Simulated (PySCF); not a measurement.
Al$_{2}$H$_{3}$ (calculated)

Calculation on a computer-drawn molecule: vertical ionisation energy to the stated ion spin, frozen-core CCSD(T) at the basis limit and cheaper methods, single-reference cases, UHF for radicals, no spin-orbit; all values are single points at the evaluated structure, the first of each entry, which is the reference or a displaced copy of it and isn't optimised; the reference structure only sets the zero of the energies above reference; triples share is (T) over the correlation energy. Program: PySCF 2.14.0.

Common to all runs: charge 0; multiplicity 2; ion multiplicity 1; diffuse functions no; basis cc-pV(n+d)Z; reference is the Hartree-Fock double-zeta minimum; best is HF at quadruple zeta + MP2 correlation extrapolated from triple and quadruple zeta + CCSD(T) minus MP2 at triple zeta; basis step is the size of the change from the same recipe one zeta lower.

(1) Al$_{2}$H$_{3}$

Evaluated structure:
```xyz
5
Al2H3
Al    -0.2787    -3.1447     1.0183
Al     1.1772    -1.5770    -0.4055
H     -1.0481    -2.7991     2.3905
H      0.5991    -0.7641    -1.5702
H      2.7687    -1.4180    -0.1562
```

Reference structure:
```xyz
5
Al2H3
Al    -0.2678    -3.1221     1.0505
Al     1.2049    -1.5195    -0.3771
H     -1.0998    -2.7972     2.3715
H      0.6067    -0.7967    -1.6572
H      2.7716    -1.4321    -0.1383
```

The calculation gives: ionisation energy best 7.077 eV; ionisation energy basis step 0.03483 eV; energy above reference best 0.9161 kcal/mol; energy above reference basis step 0.02194 kcal/mol; total energy HF triple zeta -485.5440 hartree; total energy CCSD(T) triple zeta -485.7233 hartree; total energy best -485.7441 hartree; T1 diagnostic at triple zeta 0.02507; D1 diagnostic at triple zeta 0.07814; spin squared at triple zeta 0.7968; ion T1 diagnostic at triple zeta 0.01376; ion D1 diagnostic at triple zeta 0.02825; triples share at triple zeta 0.02628; basis functions triple zeta 120; dipole magnitude HF at triple zeta 0.5976 debye; dipole magnitude CCSD unrelaxed at triple zeta 0.7072 debye; dipole magnitude PBE at triple zeta 0.9335 debye; dipole magnitude r2SCAN at triple zeta 0.941 debye; dipole magnitude B3LYP at triple zeta 0.8741 debye; dipole magnitude wB97X at triple zeta 0.6454 debye.

Drawn bonds:
```tsv
atom	other atom	order
1	2	1
1	3	1
2	4	1
2	5	1
```

Triple zeta:
```tsv
method	ionisation energy (eV)	energy above reference (kcal/mol)
HF	6.734	1.025
PBE	7.148	1.054
r2SCAN	7.289	0.9493
B3LYP	7.131	1.018
wB97X	7.063	0.8485
MP2	6.95	0.9138
CCSD	7.015	0.9462
CCSD(T)	7.046	0.9569
```

(2) Al$_{2}$H$_{3}$

Evaluated structure:
```xyz
5
Al2H3
Al    -0.3041    -3.1355     1.0404
Al     1.2079    -1.5376    -0.4254
H     -1.1619    -2.7734     2.3695
H      0.6122    -0.7869    -1.6989
H      2.7662    -1.4707    -0.1408
```

Reference structure:
```xyz
5
Al2H3
Al    -0.2678    -3.1221     1.0505
Al     1.2049    -1.5195    -0.3771
H     -1.0998    -2.7972     2.3715
H      0.6067    -0.7967    -1.6572
H      2.7716    -1.4321    -0.1383
```

It finds ionisation energy best 7.01 eV; ionisation energy basis step 0.03514 eV; energy above reference best 0.4622 kcal/mol; energy above reference basis step 0.03462 kcal/mol; total energy HF triple zeta -485.5452 hartree; total energy CCSD(T) triple zeta -485.7242 hartree; total energy best -485.7449 hartree; T1 diagnostic at triple zeta 0.02536; D1 diagnostic at triple zeta 0.07918; spin squared at triple zeta 0.7997; ion T1 diagnostic at triple zeta 0.01353; ion D1 diagnostic at triple zeta 0.02835; triples share at triple zeta 0.02648; basis functions triple zeta 120; dipole magnitude HF at triple zeta 0.3249 debye; dipole magnitude CCSD unrelaxed at triple zeta 0.4547 debye; dipole magnitude PBE at triple zeta 0.7331 debye; dipole magnitude r2SCAN at triple zeta 0.7227 debye; dipole magnitude B3LYP at triple zeta 0.6468 debye; dipole magnitude wB97X at triple zeta 0.3804 debye.

Drawn bonds:
```tsv
atom	other atom	order
1	2	1
1	3	1
2	4	1
2	5	1
```

Triple zeta:
```tsv
method	ionisation energy (eV)	energy above reference (kcal/mol)
HF	6.672	0.2947
PBE	7.089	0.3002
r2SCAN	7.228	0.4841
B3LYP	7.071	0.4329
wB97X	7.001	0.5102
MP2	6.884	0.4479
CCSD	6.949	0.405
CCSD(T)	6.98	0.3985
```

(3) Al$_{2}$H$_{3}$

Evaluated structure:
```xyz
5
Al2H3
Al    -0.3041    -3.1355     1.0404
Al     1.1684    -1.5793    -0.3871
H     -1.1619    -2.7734     2.3695
H      0.5727    -0.8286    -1.6606
H      2.7267    -1.5124    -0.1025
```

Reference structure:
```xyz
5
Al2H3
Al    -0.2678    -3.1221     1.0505
Al     1.2049    -1.5195    -0.3771
H     -1.0998    -2.7972     2.3715
H      0.6067    -0.7967    -1.6572
H      2.7716    -1.4321    -0.1383
```

Results for Al$_{2}$H$_{3}$: ionisation energy best 7.058 eV; ionisation energy basis step 0.03529 eV; energy above reference best 0.0163 kcal/mol; energy above reference basis step 0.05614 kcal/mol; total energy HF triple zeta -485.5452 hartree; total energy CCSD(T) triple zeta -485.7247 hartree; total energy best -485.7456 hartree; T1 diagnostic at triple zeta 0.02572; D1 diagnostic at triple zeta 0.08079; spin squared at triple zeta 0.7997; ion T1 diagnostic at triple zeta 0.01365; ion D1 diagnostic at triple zeta 0.02814; triples share at triple zeta 0.02655; basis functions triple zeta 120; dipole magnitude HF at triple zeta 0.3833 debye; dipole magnitude CCSD unrelaxed at triple zeta 0.5363 debye; dipole magnitude PBE at triple zeta 0.8031 debye; dipole magnitude r2SCAN at triple zeta 0.7942 debye; dipole magnitude B3LYP at triple zeta 0.7213 debye; dipole magnitude wB97X at triple zeta 0.4673 debye.

Drawn bonds:
```tsv
atom	other atom	order
1	2	1
1	3	1
2	4	1
2	5	1
```

Triple zeta:
```tsv
method	ionisation energy (eV)	energy above reference (kcal/mol)
HF	6.713	0.257
PBE	7.137	-0.1049
r2SCAN	7.276	-0.02085
B3LYP	7.118	0.0695
wB97X	7.044	0.0201
MP2	6.928	0.1571
CCSD	6.995	0.07306
CCSD(T)	7.027	0.0501
```

(4) Al$_{2}$H$_{3}$

Evaluated structure:
```xyz
5
Al2H3
Al    -0.2675    -3.1222     1.0627
Al     1.1668    -1.5609    -0.3281
H     -1.0945    -2.7856     2.3696
H      0.5690    -0.8395    -1.6244
H      2.7420    -1.4755    -0.1144
```

Reference structure:
```xyz
5
Al2H3
Al    -0.2678    -3.1221     1.0505
Al     1.2049    -1.5195    -0.3771
H     -1.0998    -2.7972     2.3715
H      0.6067    -0.7967    -1.6572
H      2.7716    -1.4321    -0.1383
```

It finds ionisation energy best 7.122 eV; ionisation energy basis step 0.03496 eV; energy above reference best -0.0139 kcal/mol; energy above reference basis step 0.09793 kcal/mol; total energy HF triple zeta -485.5450 hartree; total energy CCSD(T) triple zeta -485.7247 hartree; total energy best -485.7456 hartree; T1 diagnostic at triple zeta 0.0256; D1 diagnostic at triple zeta 0.08039; spin squared at triple zeta 0.7994; ion T1 diagnostic at triple zeta 0.01383; ion D1 diagnostic at triple zeta 0.0278; triples share at triple zeta 0.02648; basis functions triple zeta 120; dipole magnitude HF at triple zeta 0.6718 debye; dipole magnitude CCSD unrelaxed at triple zeta 0.7986 debye; dipole magnitude PBE at triple zeta 1.024 debye; dipole magnitude r2SCAN at triple zeta 1.025 debye; dipole magnitude B3LYP at triple zeta 0.9595 debye; dipole magnitude wB97X at triple zeta 0.7507 debye.

Drawn bonds:
```tsv
atom	other atom	order
1	2	1
1	3	1
2	4	1
2	5	1
```

Triple zeta:
```tsv
method	ionisation energy (eV)	energy above reference (kcal/mol)
HF	6.776	0.4091
PBE	7.202	-0.02182
r2SCAN	7.342	-0.09588
B3LYP	7.185	0.02975
wB97X	7.108	-0.06471
MP2	6.993	0.1501
CCSD	7.061	0.107
CCSD(T)	7.093	0.08952
```

(5) Al$_{2}$H$_{3}$

Evaluated structure:
```xyz
5
Al2H3
Al    -0.2705    -3.1178     1.0502
Al     1.2358    -1.4899    -0.3908
H     -1.0647    -2.7909     2.3607
H      0.6142    -0.8270    -1.6081
H      2.7903    -1.3974    -0.1454
```

Reference structure:
```xyz
5
Al2H3
Al    -0.2678    -3.1221     1.0505
Al     1.2049    -1.5195    -0.3771
H     -1.0998    -2.7972     2.3715
H      0.6067    -0.7967    -1.6572
H      2.7716    -1.4321    -0.1383
```

Drawn bonds:
```tsv
atom	other atom	order
1	2	1
1	3	1
2	4	1
2	5	1
```

## Withheld values
1. What total energy HF triple zeta does the calculation give for Al$_{2}$H$_{3}$ (entry 5)?

Answers
1. -485.5440 hartree

Further results for Al$_{2}$H$_{3}$ (entry 5):

| Item | Value |
| --- | --- |
| ionisation energy best | 6.974 eV |
| ionisation energy basis step | 0.03629 eV |
| energy above reference best | 1.331 kcal/mol |
| energy above reference basis step | 0.1197 kcal/mol |
| total energy CCSD(T) triple zeta | -485.7228 hartree |
| total energy best | -485.7435 hartree |
| T1 diagnostic at triple zeta | 0.0254 |
| D1 diagnostic at triple zeta | 0.08017 |
| spin squared at triple zeta | 0.8016 |
| ion T1 diagnostic at triple zeta | 0.01287 |
| ion D1 diagnostic at triple zeta | 0.02681 |
| triples share at triple zeta | 0.02608 |
| basis functions triple zeta | 120 |
| dipole magnitude HF at triple zeta | 0.269 debye |
| dipole magnitude CCSD unrelaxed at triple zeta | 0.3989 debye |
| dipole magnitude PBE at triple zeta | 0.6954 debye |
| dipole magnitude r2SCAN at triple zeta | 0.6727 debye |
| dipole magnitude B3LYP at triple zeta | 0.5941 debye |
| dipole magnitude wB97X at triple zeta | 0.3371 debye |

Triple zeta:
```tsv
method	ionisation energy (eV)	energy above reference (kcal/mol)
HF	6.626	1.037
PBE	7.063	1.716
r2SCAN	7.198	1.445
B3LYP	7.039	1.233
wB97X	6.96	1.263
MP2	6.842	1.099
CCSD	6.911	1.251
CCSD(T)	6.943	1.294
```
